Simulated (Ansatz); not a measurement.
Z-matrix (Å, degrees):
```
Ge
O 1 1.778
F 1 1.730 2 105.1
H 1 1.530 2 110.2 3 115.4
H 1 1.527 2 107.2 3 -114.1
B 2 1.348 1 124.8 3 -93.4
H 6 1.199 2 117.8 1 177.6
H 6 1.206 2 120.5 1 -3.0
```

The species carries charge 0 and has multiplicity 1.

Q: List the ωB97M-V/def2-TZVPP orbital energies in eV (Ansatz 0.2.0). (Best estimate.)

A: The calculation gave: Occupied: -10868.03, -1363.77, -1211.50, -1211.50, -1211.48, -677.04, -526.83, -188.53, -175.67, -124.96, -124.93, -124.86, -38.17, -37.83, -37.69, -37.66, -37.64, -34.84, -31.08, -19.62, -17.05, -15.41, -15.11, -14.77, -14.10, -13.72, -13.20, -12.30, -10.87. Lowest empty: 1.24, 1.87, 2.34, 2.43, 3.25, 3.83, 4.01, 4.44.
